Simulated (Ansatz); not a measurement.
C4H10BN, SMILES CC1CB(N)C1.

The structure is a stationary point at B3LYP-D3(BJ)/def2-SVP. The structure was generated by enumeration, and PubChem lists no compound with its InChIKey, so it may never have been made. One conformer was computed; it need not be the lowest.

Two levels are set side by side: PBE/def2-SVPD (Ansatz, a first-principles code) and PBE0/def2-SVPD (Ansatz). Energy differences of separate SCF runs at the same geometry; the states with an electron removed or added have multiplicity 2 and 2. Differences are taken from unrounded values.

```json
[
 {"quantity": "vertical ionisation energy (eV)", "PBE0": "9.81", "PBE": "9.42", "PBE minus PBE0": "-0.39"},
 {"quantity": "vertical singlet–triplet gap (eV)", "PBE0": "6.28", "PBE": "5.93", "PBE minus PBE0": "-0.35"}
]
```
